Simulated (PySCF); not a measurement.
Compound: C3H7NSi.
Geometry (PBE0-D3(BJ)/def2-SVP, Å), atoms numbered from 1 in this order:
```
atom  x, y, z in Å
N1     2.4415   -0.8572    0.1450
C2     1.2893   -0.4472    0.4867
C3     0.2380    0.1477   -0.3619
C4    -0.7692    1.1269    0.2746
Si5   -1.5424   -0.4737   -0.2376
H6     2.5828   -0.7113   -0.8618
H7     1.0189   -0.5534    1.5550
H8     0.5723    0.4070   -1.3750
H9    -0.6273    1.3198    1.3445
H10   -0.9754    2.0402   -0.2927
H11   -2.3349   -0.5465   -1.4883
H12   -1.8532   -1.4851    0.8004
```

Jobs on this species (12 atoms, 46 electrons) with PySCF (density fitting). Hardware of each: one thread, Arm Neoverse N1 (aarch64), on a shared host. Times come from a shared host and carry two figures at best. Peak memory is the resident size of the whole Python process, interpreter and libraries included.

```
                                                                 level and settings                                                          work  basis functions  SCF cycles  wall time  peak memory
    delta-SCF UKS SCAN, pcX-2 on the ionised atom, pcseg-1 elsewhere, spin-free X2C                                 ΔSCF core ionisation, 6 holes              151           ?          ?            ?
     delta-SCF UKS PBE, pcX-2 on the ionised atom, pcseg-1 elsewhere, spin-free X2C                                 ΔSCF core ionisation, 6 holes              151           ?          ?            ?
   delta-SCF UKS B3LYP, pcX-2 on the ionised atom, pcseg-1 elsewhere, spin-free X2C                                 ΔSCF core ionisation, 6 holes              151          89       60 s     0.65 GiB
    delta-SCF UKS PBE0, pcX-2 on the ionised atom, pcseg-1 elsewhere, spin-free X2C                                 ΔSCF core ionisation, 6 holes              151          90       58 s     0.65 GiB
delta-SCF UKS SCAN, def2-TZVP on the ionised atom, pcseg-1 elsewhere, spin-free X2C                                 ΔSCF core ionisation, 6 holes              128         103       51 s     0.58 GiB
    delta-SCF UKS SCAN, pcX-1 on the ionised atom, pcseg-1 elsewhere, spin-free X2C                                 ΔSCF core ionisation, 6 holes              131         102       44 s     0.58 GiB
                                                 PBE0-D3(BJ)/def2-SVP, grid level 1  geometry optimisation from a GFN2-xTB start shaken at random              109          50       43 s     0.46 GiB
 delta-SCF UKS SCAN, pcX-2 on the ionised atom, pcseg-1 elsewhere, non-relativistic                                 ΔSCF core ionisation, 6 holes              151         102       52 s     0.58 GiB
```

Fill in the missing figures.

- delta-SCF UKS SCAN, pcX-2 on the ionised atom, pcseg-1 elsewhere, spin-free X2C; ΔSCF core ionisation, 6 holes: 56 s, 0.55 GiB, 103 SCF cycles
- delta-SCF UKS PBE, pcX-2 on the ionised atom, pcseg-1 elsewhere, spin-free X2C; ΔSCF core ionisation, 6 holes: 33 s, 0.58 GiB, 98 SCF cycles

What do all jobs in the table cost together?

About 6.6 min; the longest takes about 15 % of that, and about 1.8 times as long as the shortest.
